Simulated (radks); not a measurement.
All-electron atom: the indium ion In2+ in [Kr] 4d10 5s1 (the NIST ground configuration).

All-electron calculation, Dirac Kohn-Sham, LDA (Slater exchange, Perdew-Wang correlation), spin-unpolarised, spherical densities, point nucleus. Program: a radial shooting solver on a logarithmic mesh with Libxc functionals.

Energy parts (Ry):
| part | energy |
|---|---|
| total | -11754.18935 |
| kinetic | 12347.97552 |
| electron-nucleus | -28472.88639 |
| Hartree | 4679.09755 |
| exchange-correlation | -308.37603 |

Orbitals (lengths in bohr, moments of r in powers of bohr; r(90%) holds 90 % of the orbital's charge):
orbital  occ.  eigenvalue (Ry)  r(90%)
1s1/2       2        -2037.525  0.0534
2s1/2       2        -306.1934   0.199
2p1/2       2        -285.7944   0.178
2p3/2       4        -270.3175   0.185
3s1/2       2        -59.15108   0.514
3p1/2       2        -50.90725   0.512
3p3/2       4        -48.11203   0.528
3d3/2       4        -33.47373   0.510
3d5/2       6        -32.90041   0.515
4s1/2       2        -10.11276    1.23
4p1/2       2         -7.41334    1.33
4p3/2       4         -6.91855    1.37
4d3/2       4         -2.74012    1.81
4d5/2       6         -2.67541    1.84
4f5/2       0         -0.30092    10.0
4f7/2       0         -0.30090    10.0
5s1/2       1         -1.77265    3.37
5p1/2       0         -1.24550    4.02
5p3/2       0         -1.20023    4.14
5d3/2       0         -0.58433    6.37
5d5/2       0         -0.58012    6.41
6s1/2       0         -0.61444    7.47

The highest occupied level is 5s1/2 at -24.118 eV. The density falls to 0.001 e/bohr^3 at r = 3.55 bohr. Summed over all electrons, <r^2> = 32.29 bohr^2, which gives a Langevin (diamagnetic) susceptibility term of -25.6 x 10^-6 cm^3/mol. For comparison, the ionisation energy in NIST's Atomic Spectra Database is 28.044 eV (measured). In exact Kohn-Sham theory the highest level is minus the ionisation energy, but local and semilocal functionals leave it too shallow, through self-interaction and a potential that decays too fast; potentials with the right tail come closer.

Beside tabulated values, note that spin-unpolarised runs miss the spin-polarisation part of the exchange energy of open shells.
